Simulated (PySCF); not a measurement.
Species: C3H9OPSi.
SMILES: `O=[P@@H]1CC[C@@H]1[SiH3]`

Method: TDDFT CAM-B3LYP/def2-SVPD, vertical, gas phase, core orbitals frozen in the response (PySCF). Geometry: GFN2-xTB, one conformer, isolated molecule.

| state | E (eV) | λ (nm) | ν̃ (cm⁻¹) | f | main configurations (H = HOMO, L = LUMO) |
| --- | --- | --- | --- | --- | --- |
| S1 | 7.20 | 172.3 | 58040 | 0.0049 | H→L+1 (62%) |
| S2 | 7.24 | 171.2 | 58430 | 0.0054 | H-1→L+1 (64%) |
| S3 | 7.42 | 167.1 | 59830 | 0.015 | H→L+2 (32%), H→L+3 (18%), H-1→L+2 (11%) |
| S4 | 7.47 | 165.9 | 60280 | 0.0024 | H-1→L (61%), H-1→L+3 (11%) |
| S5 | 7.57 | 163.8 | 61060 | 0.034 | H→L (66%), H→L+3 (10%) |
| S6 | 7.78 | 159.4 | 62730 | 0.041 | H-1→L+2 (30%), H-1→L+3 (29%), H→L+3 (8%) |
| S7 | 8.07 | 153.6 | 65090 | 0.033 | H-1→L+2 (20%), H-1→L+4 (20%), H-1→L+3 (19%) |
| S8 | 8.17 | 151.7 | 65910 | 0.042 | H→L+3 (26%), H→L+4 (12%), H→L (10%) |

Triplets (Tamm–Dancoff): T1 6.91 eV, H→L+1 (30%), H-1→L+1 (27%), H-1→L+2 (8%); T2 6.94 eV, H→L+1 (34%), H-1→L+1 (23%); T3 7.01 eV, H-1→L+2 (20%), H-1→L+3 (19%), H-1→L+1 (12%).

The lowest singlet lies at 7.20 eV (172 nm, vacuum ultraviolet) and is very weak; its leading configuration is HOMO→LUMO+1 (62%). The largest oscillator strength of a single state is 0.042. Löwdin shares by element: HOMO (one of a set within 0.03 eV) oxygen 53%, phosphorus 16%, carbon 12% or more, hydrogen 8% or more; LUMO hydrogen 20% or more, silicon 17%, carbon 13% or more (atoms not listed hold the other 50%). Of the 8 states listed, 5 reach f = 0.01 and none stays under 0.0005. Weighted by f, the mean energy of these states is 7.82 eV. Orbital energies (eV): HOMO-3 -11.06, HOMO-2 -10.45, HOMO-1 -9.28, HOMO -9.27, LUMO 1.00, LUMO+1 1.29, LUMO+2 1.45. Only the lowest 8 singlets were computed, as vertical energies without vibronic structure.
